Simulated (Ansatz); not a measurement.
The lowest singlet and triplet of CF2 (SMILES F[C]F); geometries from B3LYP-D3(BJ)/def2-TZVP, each state relaxed from the structure named, with no frequency check.
Singlet (charge 0, multiplicity 1):
| atom | x (Å) | y (Å) | z (Å) |
|---|---|---|---|
| F | -1.0322 | -0.2001 | 0.0000 |
| C | -0.0006 | 0.5969 | 0.0000 |
| F | 1.0326 | -0.1978 | 0.0000 |
Triplet (charge 0, multiplicity 3):
```
atom    x (Å)    y (Å)   z (Å)
----  -------  -------  ------
F     -1.1387  -0.1668  0.0000
C     -0.0005   0.4971  0.0000
F      1.1390  -0.1646  0.0000
```

A positive gap puts the triplet lower; no zero-point energy. R- takes a restricted singlet. U- takes an unrestricted singlet (broken symmetry where lower, unprojected). The triplet is unrestricted in single-reference levels. Active spaces average the two states.

Cores are frozen in the correlated methods.

Run with Ansatz (Gaussian basis) for Hartree–Fock, density functionals and correlated methods. Values without a source in brackets are computed.

```
level                                     gap E(singlet) − E(triplet), adiabatic (kcal/mol)
----------------------------------------  -------------------------------------------------
R-PBE0/def2-TZVPP                                                                    -48.62
R-MP2/cc-pVQZ                                                                        -54.75
R-SCS-MP2/cc-pVDZ                                                                    -54.48
U-SCS-MP2/cc-pVQZ (spin-contaminated)                                                -54.77
SC-NEVPT2 on SA-CASSCF(2,2)/cc-pVDZ                                              (withheld)
FIC-NEVPT4(SD) on SA-CASSCF(2,2)/cc-pVDZ                                             -53.89
FIC-MRCISD+Q on SA-CASSCF(2,2)/cc-pVDZ                                               -54.07
FIC-MRCISD+Q on SA-CASSCF(2,2)/cc-pVTZ                                               -55.25
FIC-MRCISD+Q on SA-CASSCF(2,2)/cc-pVQZ                                               -55.44
```

Task: Some entries are withheld; supply them.

Result: 
- SC-NEVPT2 on SA-CASSCF(2,2)/cc-pVDZ, gap E(singlet) − E(triplet), adiabatic (kcal/mol): -51.29

Doubts at one or more of the structures used: a restricted determinant that unrestricted orbitals would lower (R-MP2/cc-pVQZ, R-SCS-MP2/cc-pVDZ).

Ansatz is a quantum-chemistry and plane-wave program.
